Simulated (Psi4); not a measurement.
C2H7Si (SMILES C[SiH]C), doublet, at a GFN2-xTB geometry; Psi4 1.11 with PBE0/6-31G**.

Psi4 was given this input:
```
memory 2 GB

molecule mol {
0 2
C    -1.561851    0.494542    0.032452
Si   -0.000348   -0.582102    0.136776
C     1.568961    0.455053   -0.127646
H    -1.642629    0.962311   -0.948089
H    -2.459033   -0.096468    0.189415
H    -1.554842    1.288253    0.774352
H    -0.062279   -1.713336   -0.795304
H     1.561054    0.921903   -1.111913
H     2.462319   -0.158542   -0.062244
H     1.657624    1.247734    0.610079
}

set {
  basis 6-31g**
  reference uks
  scf_type dfdirj+cosx
}

energy('pbe0')
print_variables()
```

What the program printed (banner, timings and long lists left out):

```
   => Loading Basis Set <=

    Name: 6-31G**
    Role: ORBITAL
    Keyword: BASIS

         ---------------------------------------------------------
                                   SCF
               by Justin Turney, Rob Parrish, Andy Simmonett
                          and Daniel G. A. Smith
                              UKS Reference
         ---------------------------------------------------------

  ==> Geometry <==

    Molecular point group: c1
    Full point group: C1

    Geometry (in Angstrom), charge = 0, multiplicity = 2:

       Center              X                  Y                   Z               Mass
    ------------   -----------------  -----------------  -----------------  -----------------
         C           -1.562486291746     0.535524115933     0.009921299767    12.000000000000
         SI          -0.000983291746    -0.541119884067     0.114245299767    27.976926534650
         C            1.568325708254     0.496035115933    -0.150176700233    12.000000000000
         H           -1.643264291746     1.003293115933    -0.970619700233     1.007825032230
         H           -2.459668291746    -0.055485884067     0.166884299767     1.007825032230
         H           -1.555477291746     1.329235115933     0.751821299767     1.007825032230
         H           -0.062914291746    -1.672353884067    -0.817834700233     1.007825032230
         H            1.560418708254     0.962885115933    -1.134443700233     1.007825032230
         H            2.461683708254    -0.117559884067    -0.084774700233     1.007825032230
         H            1.656988708254     1.288716115933     0.587548299767     1.007825032230

  Running in c1 symmetry.

  Rotational constants: A =      0.62153  B =      0.19649  C =      0.16123 [cm^-1]
  Rotational constants: A =  18633.14912  B =   5890.51254  C =   4833.55773 [MHz]
  Nuclear repulsion =  104.785996499833388

  Charge       = 0
  Multiplicity = 2
  Electrons    = 33
  Nalpha       = 17
  Nbeta        = 16

  ==> Algorithm <==

  SCF Algorithm Type is DFDIRJ+COSX.
  DIIS enabled.
  MOM disabled.
  Fractional occupation disabled.
  Guess Type is SAD.
  Energy threshold   = 1.00e-06
  Density threshold  = 1.00e-06
  Integral threshold = 1.00e-12

  ==> Primary Basis <==

  Basis Set: 6-31G**
    Blend: 6-31G**
    Number of shells: 41
    Number of basis functions: 84
    Number of Cartesian functions: 84
    Spherical Harmonics?: false
    Max angular momentum: 2

  ==> DFT Potential <==

   => LibXC <=

    Version 7.1.2
    S. Lehtola, C. Steigemann, M. J. T. Oliveira, and M. A. L. Marques,  SoftwareX 7, 1–5 (2018) (10.1016/j.softx.2017.11.002)

   => Composite Functional: PBE0 <=

    PBE0 Hyb-GGA Exchange-Correlation Functional

    C. Adamo and V. Barone,  J. Chem. Phys. 110, 6158 (1999) (10.1063/1.478522)
    M. Ernzerhof and G. E. Scuseria,  J. Chem. Phys. 110, 5029 (1999) (10.1063/1.478401)

    Deriv               =              1
    GGA                 =           TRUE
    Meta                =          FALSE

    Exchange Hybrid     =           TRUE
    MP2 Hybrid          =          FALSE

   => Exchange Functionals <=

    0.7500   Perdew, Burke & Ernzerhof

   => Exact (HF) Exchange <=

    0.2500               HF

   => Correlation Functionals <=

    1.0000   Perdew, Burke & Ernzerhof

   => LibXC Density Thresholds  <==

    XC_HYB_GGA_XC_PBEH:  1.00E-15

   => Molecular Quadrature <=

    Radial Scheme          =       TREUTLER
    Pruning Scheme         =           NONE
    Nuclear Scheme         =       TREUTLER

    Blocking Scheme        =         OCTREE
    BS radius alpha        =              1
    Pruning alpha          =              1
    Radial Points          =             75
    Spherical Points       =            302
    Total Points           =         216159
    Total Blocks           =           1622
    Max Points             =            256
    Max Functions          =             83
[...]

  ==> Pre-Iterations <==

  SCF Guess: Superposition of Atomic Densities via on-the-fly atomic UHF (no occupation information).

   -------------------------
    Irrep   Nso     Nmo
   -------------------------
     A         84      84
   -------------------------
    Total      84      84
   -------------------------

  ==> Iterations <==

                        Total Energy        Delta E     RMS |[F,P]|

   @UKS iter SAD:  -368.98215251738372   -3.68982e+02   0.00000e+00
   @UKS iter   1:  -369.35088943862525   -3.68737e-01   8.95663e-03 DIIS/ADIIS
   @UKS iter   2:  -369.28042758928336    7.04618e-02   9.48704e-03 DIIS/ADIIS
   @UKS iter   3:  -369.64420557944368   -3.63778e-01   4.66123e-04 DIIS/ADIIS
   @UKS iter   4:  -369.64523276316714   -1.02718e-03   1.29146e-04 DIIS/ADIIS
   @UKS iter   5:  -369.64532131398352   -8.85508e-05   2.24400e-05 DIIS
   @UKS iter   6:  -369.64532371404431   -2.40006e-06   5.85669e-06 DIIS
   @UKS iter   7:  -369.64532398198463   -2.67940e-07   1.72483e-06 DIIS
   @UKS iter   8:  -369.64532400484120   -2.28566e-08   4.51344e-07 DIIS
  Energy and wave function converged with early screening.
  Continuing SCF iterations with tighter screening.

   @UKS iter   9:  -369.64559061493475   -2.66610e-04   5.44677e-05 DIIS
  Energy and wave function converged.

  ==> Post-Iterations <==

   Electrons on quadrature grid:
      Nalpha   =   16.9999775932 ; deviation = -2.241e-05
      Nbeta    =   15.9999875327 ; deviation = -1.247e-05
      Ntotal   =   32.9999651259 ; deviation = -3.487e-05

   @Spin Contamination Metric:   1.843502236E-03
   @S^2 Expected:                7.500000000E-01
   @S^2 Observed:                7.518435022E-01
   @S   Expected:                5.000000000E-01
   @S   Observed:                5.000000000E-01

    Orbital Energies [Eh]
    ---------------------

    Alpha Occupied:

[...]
    Alpha Virtual:

[...]
      84A      4.452250

    Beta Occupied:

[...]
      16A     -0.315407

    Beta Virtual:

[...]
    Final Occupation by Irrep:
              A
    DOCC [    16 ]
    SOCC [     1 ]
    NA   [    17 ]
    NB   [    16 ]

  @UKS Final Energy:  -369.64559061493475

   => Energetics <=

    Nuclear Repulsion Energy =            104.7859964998333879
    One-Electron Energy =                -715.9599943476100634
    Two-Electron Energy =                 267.3795606188402303
    DFT Exchange-Correlation Energy =     -25.8511533859982841
    Empirical Dispersion Energy =           0.0000000000000000
    VV10 Nonlocal Energy =                  0.0000000000000000
    Total Energy =                       -369.6455906149347470

  UHF NO Occupations:
  HONO-2 :   15  A 1.9998523
  HONO-1 :   16  A 1.9994079
  HONO-0 :   17  A 1.0000000
  LUNO+0 :   18  A 0.0005921
  LUNO+1 :   19  A 0.0001477
  LUNO+2 :   20  A 0.0001206
  LUNO+3 :   21  A 0.0000443

Computation Completed

Properties will be evaluated at   0.000000,   0.000000,   0.000000 [a0]

Properties computed using the SCF density matrix

 Multipole Moments:

 ------------------------------------------------------------------------------------
     Multipole            Electronic (a.u.)      Nuclear  (a.u.)        Total (a.u.)
 ------------------------------------------------------------------------------------

 L = 1.  Multiply by 2.5417464519 to convert [e a0] to [Debye]
 Dipole X            :          0.0378375           -0.0396136           -0.0017761
 Dipole Y            :         -2.2328691            2.5556785            0.3228094
 Dipole Z            :          1.2908663           -1.4050437           -0.1141774
 Magnitude           :                                                    0.3424114

 ------------------------------------------------------------------------------------

  Variable Map:
  ----------------------------------------------------------------------------
[...]
  Array Variable Map:
  ----------------------------------------------------------------------------
[...]
[...]
```
